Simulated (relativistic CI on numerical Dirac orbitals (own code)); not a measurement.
# Sensitivity of the levels of Sm XXX to α and to the nuclear radius

Method of calculation: Dirac-Coulomb-Breit CI, KLI orbitals optimised for each configuration, derivatives by finite differences, unscaled Slater integrals, QED left out (own radial code, finite nucleus).

CI space (outside the closed core [Ar] 3d10): 4s²4p³, 4s4p⁴, 4s²4p²4d, 4p⁵, 4s4p³4d, 4s²4p²4f, 4s²4p4d², 4s²4d³, 4s4p4d³, 4s²4d²4f. Double excitations out of closed p, d and f shells are left out; levels of such configurations are missing from the list, as are those of other unlisted configurations, and high levels can miss mixing partners.

With x = (α/α₀)² − 1 an excitation energy changes as ω = ω₀ + qx; K = 2q/ω₀ is the relative enhancement. Terms are leading LS components, so labels can repeat. The field-shift factor is F = δν/δ⟨r²⟩ for the transition from the lowest level.

Lowest level 4s²4p³ ²P°3/2.

| Level | ω₀ (cm⁻¹) | q (cm⁻¹) | K | F (GHz/fm²) |
| --- | --- | --- | --- | --- |
| 4s²4p³ ⁴S°3/2 | 253457 | 323100 | 2.55 | -20.1 |
| 4s²4p³ ²D°5/2 | 287883 | 325200 | 2.26 | -20.2 |
| 4s²4p³ ²P°1/2 | 331625 | 327000 | 1.97 | -21.7 |
| 4s²4p³ ²P°3/2 | 590027 | 654400 | 2.22 | -44.5 |
| 4s4p⁴ ⁴P5/2 | 816394 | 375500 | 0.92 | -499 |
| 4s²4p²4d ²D3/2 | 888233 | 216300 | 0.487 | -255 |
| 4s4p⁴ ²S1/2 | 922037 | 410100 | 0.89 | -509 |
| 4s²4p²4d ⁴F3/2 | 972750 | 231400 | 0.476 | -233 |
| 4s²4p²4d ⁴F5/2 | 1033169 | 119600 | 0.231 | -11.5 |
| 4s4p⁴ ⁴P3/2 | 1098748 | 640000 | 1.16 | -461 |
| 4s4p⁴ ²D5/2 | 1140721 | 619200 | 1.09 | -403 |
| 4s²4p²4d ²P3/2 | 1164101 | 430400 | 0.739 | -133 |
| 4s²4p²4d ⁴D1/2 | 1165013 | 446800 | 0.767 | -163 |

At this charge energies of transitions that change n are usually good to better than 1 %, and those within a shell (Δn = 0) to a few per cent.
